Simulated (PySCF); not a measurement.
**Calculated NMR parameters of CN[Si@@H]1OCC[C@@H](OC)O1**

```yaml
Formula: C5H13NO3Si
SMILES: CN[Si@@H]1OCC[C@@H](OC)O1
InChI: InChI=1S/C5H13NO3Si/c1-6-10-8-4-3-5(7-2)9-10/h5-6,10H,3-4H2,1-2H3/t5-,10+/m0/s1
Point_group_of_the_computed_structure: C1
Degrees_of_unsaturation: 1
Carbon_signals: 5
Proton_signals: 9
```

Structure with atom numbers: `[CH3:1][NH:2][Si@@H:3]1[O:4][CH2:5][CH2:6][C@@H:7]([O:8][CH3:9])[O:10]1`. Each H is labelled by its parent atom. Ha(C5), Ha(C6) are cis to N2 on the ring; Hb(C5), Hb(C6) are trans to N2 on the ring.

- NMR shieldings at PBE0/pcSseg-1/GIAO
- coordinates at the GFN2-xTB level
- code: PySCF
- non-relativistic, gas phase, equivalent nuclei averaged, single conformer

Chemical shifts δ = σref − σ; TMS for 1H (σref 31.72) and 13C (σref 186.93) and 29Si (σref 349.16); 15N (σref 267.73) against NH3; H2O for 17O (σref 336.08), all at this level.

| carbon | δC, type | δH (multiplicity) | HMBC from (2–3 bonds) | span of the C tensor (ppm) |
| --- | --- | --- | --- | --- |
| C1 | 28.1, CH3 | 2.68 (s) | H(Si3) | 52 |
| C5 | 60.5, CH2 | Ha(C5) 3.99 (m); Hb(C5) 4.85 (m) | H(C7), H(Si3), Ha(C6), Hb(C6) | 72 |
| C6 | 40.9, CH2 | Ha(C6) 2.26 (m); Hb(C6) 1.52 (m) | H(C7), Hb(C5), Ha(C5) | 18 |
| C7 | 100.6, CH | 5.09 (m) | H(Si3), Hb(C5), Ha(C5), H(C9), Ha(C6), Hb(C6) | 41 |
| C9 | 57.0, CH3 | 3.75 (s) | H(C7) | 87 |

Other nuclei:
| atoms | nucleus | environment | δ (ppm) | σ (ppm) |
| --- | --- | --- | --- | --- |
| H(Si3) | 1H | hydrogen on a silicon bonded to N, 2 O, in a 6-membered ring | 5.09 | 26.63 |
| H(N2) | 1H | hydrogen on a nitrogen bonded to C, Si | 0.34 | 31.38 |
| Si3 | 29Si | silicon bonded to N, 2 O, H, in a 6-membered ring | -41.8 | 391.0 |
| N2 | 15N | nitrogen bonded to C, Si, H | 32.2 | 235.5 |
| O10 | 17O | oxygen bonded to C, Si, in a 6-membered ring | 101.7 | 234.4 |
| O8 | 17O | ether oxygen | 79.8 | 256.3 |
| O4 | 17O | oxygen bonded to C, Si, in a 6-membered ring | 46.0 | 290.1 |

Carbon types of the structure: 1 × CH, 2 × CH2, 2 × CH3, leaving 2 H on heteroatoms. δC 100.6: sp3 carbon bearing two oxygens; 2 electronegative neighbours deshield it. δC 60.5: sp3 CH2 bonded to O; pulled downfield by the heteroatom. δC 40.9: sp3 CH2 in a ring; saturated and bonded to C and H only. δC 28.1: methyl carbon bonded to N; deshielded by the electronegative neighbour. δH 3.75: hydrogen on a methyl carbon bonded to O; its carbon carries O, hence the downfield position.

The OH or NH signal is concentration- and solvent-dependent in practice; the value given is the gas-phase one. Shifts are as computed. Against solution values, carbons near 30 ppm lie about +3 ppm off and those near 130 ppm about +5 ppm. Of 1211 compounds with measured shifts, 218 miss one by over three times the rms of a fit or turn the order of signals round; such compounds aren't used in these exercises. Experimental scales use liquid or dissolved standards, which lie at an offset from isolated NH3 (liquid NH3: subtract about 20 ppm) and H2O (liquid H2O: subtract about 36 ppm). Multiplicities follow the n + 1 count of equivalent neighbours, as no J values were calculated; m marks all less simple cases, F and P coupling included.
